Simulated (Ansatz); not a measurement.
Compare A (`C[O][In]([F])[F]`) with its isomer B (`[OH][In]([F])[CH2]F`).

Program: Ansatz. Geometries: PBE0-D4/def2-TZVP. ΔE: electronic, gas phase. CCSD(T)/CBS is the MP2 limit (def2-TZVPP, def2-QZVPP) plus CCSD(T) − MP2 in def2-TZVPP, frozen cores. DFT in def2-TZVPP. B3LYP here is the variant with VWN-RPA as its local correlation; programs differ in this. Elements past krypton have def2 core potentials. For In outer-core shells are correlated without core-valence functions, which leaves a few kJ/mol of doubt a bond. Each species was taken in one conformer, which may not be the lowest.

(1) Which is lower in electronic energy at CCSD(T)/CBS, and by how much? (Best estimate.)

(2) Give E(B) − E(A) in kJ/mol with B2PLYP, CCSD(T)/def2-TZVPP, PBE-D4, B3LYP, ωB97M-V, PBE0-D4, r2SCAN-D4. (Estimate.)

Largest T1 diagnostic: 0.017.

## Answers

(1) The calculation gave: A, by 63.2 kJ/mol.

(2) Computed: B2PLYP 62.4, CCSD(T)/def2-TZVPP 59.8, PBE-D4 52.7, B3LYP 57.7, ωB97M-V 57.1, PBE0-D4 54.3, r2SCAN-D4 60.2. None reverses the order clearly.

In def2-TZVPP, CCSD(T) changes the Hartree–Fock value by −16.3 kJ/mol (the triples alone add −0.3 kJ/mol) and MP2 by −14.8 kJ/mol.
